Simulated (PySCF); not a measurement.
A species of formula C6H14N2 has this rotational fingerprint, computed with PySCF, PBE0-D3(BJ)/def2-SVP geometry optimisation, gas phase:

```
Rotational constants : A = 2722, B = 1249, C = 1026 MHz
Dipole components    : |μa| = 0.47 D, |μb| = 1.42 D, |μc| = 0.83 D
Inertial defect      : -97.72 u·Å²
κ                    : -0.74
```

Problem. Which structure is it? (One computed conformer of each.)
A. `[NH2:1][CH2:2][CH2:3][CH2:4][NH:5][CH:6]1[CH2:7][CH2:8]1` with H–N1–C2–C3 179° and -64°, N1–C2–C3–C4 -177°, C2–C3–C4–N5 178°, C3–C4–N5–C6 67°, C4–N5–C6–C7 -157°
B. `[CH3:1]/[N:2]=[CH:3]\[CH2:4][CH2:5][CH2:6][NH:7][CH3:8]` with N2–C3–C4–C5 180°, C3–C4–C5–C6 -178°, C4–C5–C6–N7 -178°, C5–C6–N7–C8 179°
C. `[CH3:1]/[CH:2]=[C:3](\[CH2:4][NH2:5])[CH2:6][CH2:7][NH2:8]` with C2–C3–C4–N5 -63°, C3–C4–N5–H -172° and -54°, C2–C3–C6–C7 -95°, C3–C6–C7–N8 -58°, C6–C7–N8–H -56° and 63°

Solution. C. It is C/C=C(\CN)CCN, an asymmetric top, point group C1. The candidates at the same level (rigid rotor, commonest isotopes):

| SMILES | A (MHz) | B (MHz) | C (MHz) | μa (D) | μb (D) | μc (D) | Δ (u·Å²) | point group | rotor |
| --- | --- | --- | --- | --- | --- | --- | --- | --- | --- |
| C/C=C(\CN)CCN | 2722 | 1249 | 1026 | 0.47 | 1.42 | 0.83 | -97.72 | C1 | asymmetric top |
| NCCCNC1CC1 | 4691 | 845.4 | 753.5 | 0.68 | 0.55 | 0.87 | -34.88 | C1 | near-prolate asymmetric top |
| C/N=C\CCCNC | 8578 | 592.9 | 565.1 | 1.88 | 1.43 | 0.81 | -16.88 | – | near-prolate asymmetric top |

`NCCCNC1CC1` has A 72 % too high; `C/N=C\CCCNC` has A 215 % too high. No structure here is proved a minimum.
